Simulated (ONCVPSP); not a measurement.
**Ag (Z = 47): from the effect back to the setting (ONCV)**

Base potential:

silver, optimised norm-conserving Vanderbilt (ONCV), made with ONCVPSP 4.0.1 (LDA (Perdew-Wang 92), scalar-relativistic). Core [Ar] 3d10, reference 4s2 4p6 4d10 5s1. Waves: 4s+5s: rc 1.40 bohr, ncon 4, nbas 7, qcut 9.3 1/bohr, 2 projectors; 4p: rc 1.15 bohr, ncon 4, nbas 7, qcut 6.3 1/bohr, 1 projector; 4d: rc 1.50 bohr, ncon 3, nbas 7, qcut 10.6 1/bohr, 2 projectors, debl 3.9 Ha. Local part: polynomial inside 0.80 bohr (lpopt 5, dvloc0 6 Ha). Core correction: none.

Cutoffs, loose and tight: the cutoffs (Ha) at which the residual kinetic energy of the hardest occupied pseudo-wave falls to 1 and 0.1 mHa per electron. They do not see the model core or the augmentation charge, which bear on the density cutoff. Test errors are all-electron minus pseudo excitation energies from the reference, over the configurations 4s2 4p6 4d10 5s0; 4s2 4p6 4d9 5s0; 4s2 4p6 4d8 5s0; 4s1 4p6 4d10 5s1; variants that change the core or the reference have their own tests.

Only the scale of all radii (base = 1) is moved (1 further runs of the sweep failed or gave no value and are left out):

```
scale of all radii (base = 1)  cutoff, loose  cutoff, tight  bound ghosts  largest test error (meV)
                         0.89         127 Ha         149 Ha          none                       -53
                         0.95         106 Ha         126 Ha          none                       -80
                         1.08          48 Ha          93 Ha          none                      -153
                         1.14          32 Ha          74 Ha          none                      -203
                         1.33          27 Ha          32 Ha          none                      -397
```

One more run gave cutoff, loose: 30 Ha; cutoff, tight: 36 Ha; bound ghosts: none; largest test error (meV): -248. Which value of the scale of all radii (base = 1) was used?

1.2. The loose cutoff moves one way along this sweep, from 127 Ha at 0.89 to 27 Ha at 1.33, which places the run between 1.14 and 1.33.
